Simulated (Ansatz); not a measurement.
System: disulfane, H₂S₂ (charge 0, singlet). 
Structure (B3LYP-D3(BJ)/def2-TZVP (Ansatz, a quantum-chemistry and plane-wave program) minimum search):
```xyz
4

S     -0.9222     0.0561     0.4718
S      0.9228     0.0543    -0.4709
H     -1.5351    -0.8736    -0.2871
H      1.5259    -0.8942     0.2724
```
Charge 0, spin multiplicity 1.

Atomisation energy built up term by term with Ansatz (kcal/mol; UHF references for open shells; valence terms freeze the core; atomic spin-orbit terms are left out). CBS(X,Y): correlation extrapolated as X^-3; Hartree-Fock from the larger set.

```json
[
 {"term": "Hartree-Fock", "basis": "def2-QZVPPD", "kcal/mol": "155.24"},
 {"term": "CCSD correlation", "basis": "CBS(def2-TZVPPD,def2-QZVPPD)", "kcal/mol": "80.79"},
 {"term": "(T)", "basis": "CBS(def2-TZVPPD,def2-QZVPPD)", "kcal/mol": "6.26"},
 {"term": "core correlation", "basis": "cc-pwCVTZ", "kcal/mol": "0.69"},
 {"term": "scalar relativity (X2C)", "basis": "cc-pVTZ-DK against cc-pVTZ", "kcal/mol": "-0.63"},
 {"term": "sum: De", "basis": "", "kcal/mol": "242.3"}
]
```

(T) makes 2.6 % of the CCSD(T) atomisation energy; under 5 % is typical of single-reference molecules.
